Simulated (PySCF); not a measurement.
Sn(H)3(NH2) (H₅NSn), SMILES [NH2][SnH3]. Coordinates come from a B3LYP-D3(BJ)/def2-TZVP optimisation. The def2 effective core potentials stand for the cores of Sn; spin–orbit coupling is left out.

Computed equilibrium geometry at B3LYP-D3(BJ)/def2-TZVP (PySCF confirms it by a frequency run) as bond lengths and angles, and its point group:
point group Cs.
Atoms: Sn1 N2 H3 H4 H5 H6 H7. Bonds (Å): Sn1–N2 2.049, Sn1–H3 1.709, Sn1–H4 1.709, Sn1–H5 1.722, N2–H6 1.013, N2–H7 1.013. Bond angles (°): N2–Sn1–H3 105.7, N2–Sn1–H4 105.7, N2–Sn1–H5 113.6, H3–Sn1–H4 112.2, H3–Sn1–H5 109.8, H4–Sn1–H5 109.8, Sn1–N2–H6 112.9, Sn1–N2–H7 112.9, H6–N2–H7 107.2.
Charge 0, spin multiplicity 1.
